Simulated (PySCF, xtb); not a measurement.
F2OS, SMILES FS(=O)F (connectivity only; charge and spin as stated), charge -1, multiplicity 2.

Harmonic wavenumbers (cm⁻¹) from GFN2-xTB run with xtb at its own minimum, in rising order: 193, 221, 337, 433, 549, 1134.

Task: What does ωB97X-D3(BJ)/def2-SVPD (PySCF) give at its own minimum? (An estimate is asked for; the answer gives what the named calculation found.)

Result: 195, 259, 354, 404, 469, 1152. Paired by order, the mean absolute difference is 31 cm⁻¹ and the zero-point energies are 4.1 and 4.1 kcal/mol.
